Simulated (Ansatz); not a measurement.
Molecule: C5H5S, net charge -1, singlet state. It need not be the lowest isomer of its formula. Whether it binds its extra electron was not tested at this geometry. 
Structure (B3LYP-D3(BJ)/def2-TZVP (Ansatz, a quantum-chemistry and plane-wave program) minimum search):
```
C
C 1 1.3682
H 2 1.0885 1 122.30
C 2 1.4348 3 124.10 1 180.00
C 4 1.3893 2 117.89 3 180.00
H 4 1.0895 5 121.52 2 -180.00
C 1 1.4959 2 128.24 3 0.00
H 7 1.0947 1 110.50 2 0.00
H 7 1.0970 8 107.32 1 122.92
H 7 1.0970 8 107.32 9 114.16
S 1 1.7499 2 107.06 3 180.00
```
Charge -1, spin multiplicity 1.

Basis-set convergence of Hartree-Fock and MP2 correlation energies (hartree) with Ansatz. Valence correlation only, unless marked. No spin-orbit coupling. Non-relativistic. This anion needs diffuse functions, which these sets lack.

```tsv
basis	functions	E(HF)	E(corr, MP2)
cc-pV(D+d)Z	118	-589.72365	-0.81140
cc-pV(T+d)Z	259	___	___
```

Question: Fill in the missing entries.

Answer: 
- cc-pV(T+d)Z, E(HF): -589.79150
- cc-pV(T+d)Z, E(corr, MP2): -0.99914
